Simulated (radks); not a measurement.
Question: The mean radii <r> (bohr) of the occupied orbitals of an atom or ion are listed with their occupations. Method: non-relativistic Kohn-Sham, PBE, spin-unpolarised, spherical densities, point nucleus; computed with a radial shooting solver on a logarithmic mesh with Libxc functionals.

orbital  occ.      <r>
1s          2  0.07283

Name the element and its charge.

Answer: Z = 21, scandium, charge +19: Sc19+ in [He]. The 1s radius gives Z: for a bare nucleus <r> = 1.5/Z, 0.07143 bohr for Z = 21, and screening makes it slightly larger (0.07283 here). The occupations add up to 2, and the charge is Z minus that.
